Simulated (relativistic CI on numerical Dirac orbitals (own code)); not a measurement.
**How well does a small relativistic CI reproduce Sb?**

Calculated at this level of theory: Dirac-Coulomb-Breit CI, separate exchange-only KLI orbitals for each configuration, model QED, valence Slater integrals scaled by 0.85, P86 correlation energy added to each configuration (own radial code, finite nucleus).

Configuration list (outside the closed core [Kr] 4d10): 5s2 5p3, 5s2 5p2 6s, 5s2 5p2 5d, 5s 5p4, 5s2 5p2 7s, 5s2 5p2 6p, 5s2 5p2 7p, 5s2 5p2 6d, 5s2 5p 5d2, 5s2 5p2 4f, 5s2 5p2 8s, 5s2 5p2 8p, 5s2 5p2 7d, 5s2 5p2 5f, 5s2 5p2 5g, 5s2 5p2 8d, 5p5. Levels of other configurations are missing.

```csv
Configuration,Term (tabulated),J,Measured (cm⁻¹),Computed,Error,Purity (%)
5s2 5p3,4S°,3/2,0.0,0,0,95
5s2 5p3,2D°,3/2,8512.1,9770,1258,79
5s2 5p3,2D°,5/2,9854.0,11461,1607,100
5s2 5p3,2P°,1/2,16395.4,15609,-786,97
5s2 5p3,2P°,3/2,18464.2,17903,-561,75
5s2 5p2 6s,4P,1/2,43249.3,45154,1904,82
5s2 5p2 6s,4P,3/2,45945.3,47769,1824,92
5s2 5p2 6s,2P,1/2,46991.1,49025,2034,81
5s2 5p2 6s,4P,5/2,48332.4,50296,1963,86
5s2 5p2 6s,2P,3/2,49391.1,51630,2239,71
5s2 5p2 5d,4F,5/2,55120.9,56805,1684,59
5s2 5p2 6s,2D,5/2,55728.3,58585,2857,81
5s2 5p2 5d,4F,7/2,56528.1,58385,1857,68
5s2 5p2 5d,2F,7/2,61125.7,63201,2075,66
```

Measured levels from NIST Handbook of Basic Atomic Spectroscopic Data (Sansonetti and Martin, J. Phys. Chem. Ref. Data 34, 1559 (2005)); pairs were made by configuration, J and term (by order where the table uses no LS term), so strongly mixed levels may be paired wrongly.

Mean error by configuration (cm⁻¹): 5s2 5p3 379; 5s2 5p2 6s 2137; 5s2 5p2 5d 1872. Over the excited levels the mean absolute error is 1742 cm⁻¹ (13 of the 20 excited levels that our extract of the source holds in range could be paired, and the others can miss by more), and the median relative error of those above 1,000 cm⁻¹ is 4.3 %.

Transition probabilities of persistent lines. The last column rescales the computed rate by the cube of measured over computed energy:

```csv
λ measured (Å),Lower,Upper,A tabulated (s⁻¹),A computed,A rescaled
2068.34 air,5s2 5p3 4S°_3/2,5s2 5p2 6s 4P_5/2,1.81e+08,2.16e+08,1.91e+08
2175.82 air,5s2 5p3 4S°_3/2,5s2 5p2 6s 4P_3/2,1.75e+08,1.91e+08,1.70e+08
2179.19 air,5s2 5p3 2D°_5/2,5s2 5p2 6s 2D_5/2,2.39e+08,2.17e+08,2.00e+08
2311.46 air,5s2 5p3 4S°_3/2,5s2 5p2 6s 4P_1/2,1.69e+08,1.86e+08,1.64e+08
2528.51 air,5s2 5p3 2D°_5/2,5s2 5p2 6s 2P_3/2,1.77e+08,2.41e+08,2.30e+08
2598.05 air,5s2 5p3 2D°_3/2,5s2 5p2 6s 2P_1/2,2.10e+07,3.03e+08,2.86e+08
2877.91 air,5s2 5p3 2D°_3/2,5s2 5p2 6s 4P_1/2,4.24e+07,3.83e+07,3.62e+07
3232.49 air,5s2 5p3 2P°_3/2,5s2 5p2 6s 2P_3/2,3.07e+07,3.68e+07,2.84e+07
3267.49 air,5s2 5p3 2P°_1/2,5s2 5p2 6s 2P_1/2,4.95e+07,4.95e+07,3.80e+07
```
